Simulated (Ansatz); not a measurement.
Consider the ligand exchange at the Si–N bond: `CN[SiH2]C=O` + HBr → `O=C[SiH2]Br` + CH₃NH₂.

Calculated with Ansatz (gas phase, PBE0-D4/def2-TZVP geometries, no zero-point term in ΔE). CBS: MP2 limit from def2 TZ/QZ plus the TZ coupled-cluster correction, frozen cores. Functionals use def2-TZVPP. B3LYP here is the variant with VWN-RPA as its local correlation; programs differ in this. For Br outer-core shells are correlated without core-valence functions, which leaves a few kJ/mol of doubt a bond. Scalar relativity is left out up to krypton. Each species was taken in one conformer, which may not be the lowest.

```tsv
level	ΔE (kJ/mol)	difference from CCSD(T)/CBS
B3LYP-D4	-35.7	4.8
B2PLYP	-39.3	1.2
PBE	-45.8	-5.3
PBE0	-45.3	-4.8
B3LYP	-40.3	0.2
HF/def2-TZVPP	-41.7	-1.2
MP2/def2-TZVPP	-38.8	1.7
MP2/def2-QZVPP	-41.3	-0.8
HF/CBS(def2)	-40.9	-0.4
MP2/CBS(def2)	-43.6	-3.1
CCSD(T)/CBS	-40.5	0
```

Largest T1 diagnostic among the species: 0.013.

The D4 term adds +4.6 kJ/mol with B3LYP and +2.9 kJ/mol with PBE0; it sums over pairs of atoms, weighted by their polarisabilities, and B3LYP, whose exchange is more repulsive, gets the larger term.
